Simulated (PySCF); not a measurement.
Molecule: `CC(=O)NC(C)(C)C`, C6H13NO.

Geometry (Å), atoms numbered from 1 in this order:
```xyz
21

C     2.615   -0.557    0.008
C     1.138   -0.855    0.177
O     0.729   -1.970    0.443
N     0.327    0.223    0.008
C    -1.136    0.219    0.127
C    -1.599    1.652   -0.127
C    -1.547   -0.219    1.536
C    -1.741   -0.718   -0.921
H     3.173   -1.493    0.122
H     2.959    0.163    0.766
H     2.823   -0.128   -0.984
H     0.766    1.110   -0.199
H    -2.693    1.718   -0.051
H    -1.310    1.989   -1.136
H    -1.167    2.345    0.612
H    -2.643   -0.201    1.637
H    -1.119    0.459    2.290
H    -1.188   -1.237    1.736
H    -1.379   -1.743   -0.766
H    -1.459   -0.395   -1.935
H    -2.839   -0.714   -0.850
```

Geometry PBE0-D3(BJ)/def2-SVP throughout; GIAO in PySCF, gas phase, one conformer, non-relativistic; equivalent atoms averaged; functional PBE0.

For orientation, pcSseg-1 gives these absolute shieldings σ: C2 14.8, C5 134.4, C6/C7/C8 155.2, C1 159.7, O3 -111.7, N4 114.3, H12 27.09, H9/H10/H11 29.46, H13/H14/H15/H16/H17/H18/H19/H20/H21 29.95 ppm.

A run gave: C2 18.0, C5 135.7, C6/C7/C8 158.5, C1 163.1, O3 -94.3, N4 114.4, H12 27.13, H9/H10/H11 29.77, H13/H14/H15/H16/H17/H18/H19/H20/H21 30.26 ppm (absolute shieldings σ).

Problem. Which basis set was used in that run?
A. STO-3G
B. aug-cc-pVDZ
C. pcSseg-0
D. 6-311+G(2d,p)

Solution. D. O3 tells them apart best: 6-311+G(2d,p) gives -94.3, pcSseg-0 gives -146.8, STO-3G gives -66.8, aug-cc-pVDZ gives -65.8 ppm.
